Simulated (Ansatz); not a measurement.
**Molecular dynamics of C2H6AlFO**

Input:

```yaml
crystal:
  periodic: [false, false, false]
  atoms:
    - { symbol: C, position_ang: [-1.124954, 0.44163, 0.670998] }
    - { symbol: O, position_ang: [0.305713, 0.690108, 0.832105] }
    - { symbol: C, position_ang: [1.013953, 0.565998, -0.550878] }
    - { symbol: Al, position_ang: [0.965394, -0.90656, -1.591621] }
    - { symbol: F, position_ang: [-0.5062, -1.679778, -1.555927] }
    - { symbol: H, position_ang: [-1.408579, 0.147432, -0.35883] }
    - { symbol: H, position_ang: [-1.710065, 1.454153, 0.670691] }
    - { symbol: H, position_ang: [-1.539031, -0.208647, 1.399243] }
    - { symbol: H, position_ang: [0.81497, 1.45307, -1.169779] }
    - { symbol: H, position_ang: [1.984832, 0.833335, -0.184078] }
    - { symbol: H, position_ang: [1.915277, -1.507908, -2.711277] }
magnetization:
  spin_polarized: true
basis:
  gaussian: { orbitals: STO-3G }
hamiltonian:
  xc: pbe0
  dispersion: d4
md:
  timestep: 2.0
  n_steps: 40
  ensemble: nvt_nose_hoover
  temperature: 1000.0
  initial_velocities: maxwell_boltzmann
  seed: 806011
  nose_hoover: { tau: 50.0, chain_length: 5 }
```

Launched with:

```bash
$ ansatz run input.yaml --threads 1 --pin off --max-ram 2048MiB --backend cpu --events-out ev --progress --plain --runs-dir out
```

It goes on from the last frame of an earlier run, with new velocities.

Output, in part (step lines, the closing report, with atoms numbered from 0):

```
md step     0: t =     0.00 fs  T =  1000.0 K  F+E_penalty+E_count = -13349.97895868 eV  E_kin = 1.163340 eV  conserved = -13348.81561869 eV  (24 SCF iters)
[... lines left out ...]
Total energy: -13349.02581009 eV, -490.5676502262 hartree
Atom 0 at    -0.899280     0.302776     0.762471 Å, force    -6.267845    -1.874907    -0.667727 eV/Å
Atom 1 at     0.456423     0.534876     0.673063 Å, force     2.295125     0.235297     1.671238 eV/Å
Atom 2 at     0.858872     0.903265    -0.659046 Å, force     4.063742     0.423743    -3.561487 eV/Å
Atom 3 at     0.827178    -0.965901    -1.310415 Å, force     3.390340     2.125071     1.524599 eV/Å
Atom 4 at    -0.477134    -1.570507    -1.901504 Å, force    -2.955181    -1.038938    -1.322031 eV/Å
Atom 5 at    -1.419873    -0.880104     0.846560 Å, force     2.679159     3.438866     0.606548 eV/Å
Atom 6 at    -1.394220     0.542017    -0.246982 Å, force     0.085416     0.634585     1.562957 eV/Å
Atom 7 at    -1.289929     0.979570     1.627452 Å, force    -0.062488    -1.494878    -1.480869 eV/Å
Atom 8 at     0.276679     1.600738    -1.331754 Å, force    -0.660439    -0.219094     1.573993 eV/Å
Atom 9 at     1.918163     1.508440    -0.577365 Å, force    -2.807173    -2.185713     0.080486 eV/Å
Atom 10 at     1.885214    -1.950686    -0.962544 Å, force     0.239343    -0.044033     0.012293 eV/Å
Dipole moment:    -0.086625     0.074939    -0.276896 e Å
```

The steps, from the saved trajectory:

```
time (fs)  T (K)  potential energy less start (eV)  conserved less start (meV/atom)
      0.0   1000                             0.000                             0.00
      2.0    793                             0.407                            15.11
      4.0   1023                             0.049                             6.80
      6.0    937                             0.162                             7.98
      8.0    963                             0.113                             6.14
     10.0    839                             0.280                             8.18
     12.0    695                             0.425                             5.93
     14.0    907                             0.176                             5.53
     16.0   1031                             0.040                             6.00
     18.0   1037                            -0.033                            -0.25
     20.0    814                             0.342                            10.01
     22.0    806                             0.290                             4.19
     24.0    845                             0.264                             5.57
     26.0   1044                             0.047                             6.40
     28.0   1158                            -0.161                            -0.95
     30.0    920                             0.217                             7.71
     32.0    744                             0.501                            14.60
     34.0    990                             0.158                             8.87
     36.0   1339                            -0.236                             9.31
     38.0   1412                            -0.366                             4.48
     40.0   1169                            -0.121                             0.60
     42.0    778                             0.439                             9.83
     44.0    907                             0.207                             2.04
     46.0    932                             0.231                             6.43
     48.0   1030                             0.109                             5.17
     50.0    936                             0.268                             9.11
     52.0    860                             0.423                            14.77
     54.0   1328                            -0.298                            -2.06
     56.0    996                             0.303                            16.75
     58.0    996                             0.088                            -3.35
     60.0    637                             0.667                            10.71
     62.0    632                             0.662                             9.20
     64.0    903                             0.269                             1.32
     66.0    958                             0.357                            14.12
     68.0   1084                             0.055                            -1.29
     70.0    656                             0.736                            14.10
     72.0    969                             0.263                             2.86
     74.0    994                             0.237                             1.50
     76.0    955                             0.393                             9.74
     78.0    952                             0.468                            14.20
     80.0    622                             0.953                            21.68
```

All steps were run. The conserved energy wandered by up to 21.7 meV per atom (net 21.7 meV per atom), which is poor conservation. A step of 2 fs is long for free X–H stretches (periods near 10 fs) and can bias their spread and the temperature. A run of 0.08 ps of so small a system gives no equilibrium averages. Limits of this set-up: minimal basis.

The same pairs are bonded in the first frame and the last. Pairs count as bonded within 1.25 times the sum of covalent radii (0.12 Å more for H–H).

Last frame:

```xyz
11
Properties=species:S:1:pos:R:3
C -0.899 0.303 0.762
O 0.456 0.535 0.673
C 0.859 0.903 -0.659
Al 0.827 -0.966 -1.310
F -0.477 -1.571 -1.901
H -1.420 -0.880 0.847
H -1.394 0.542 -0.247
H -1.290 0.980 1.627
H 0.277 1.601 -1.332
H 1.918 1.508 -0.577
H 1.885 -1.951 -0.963
```

The run took 2.2 min on 1 thread of Arm Neoverse V1, on a shared host, peak memory 0.13 GiB.
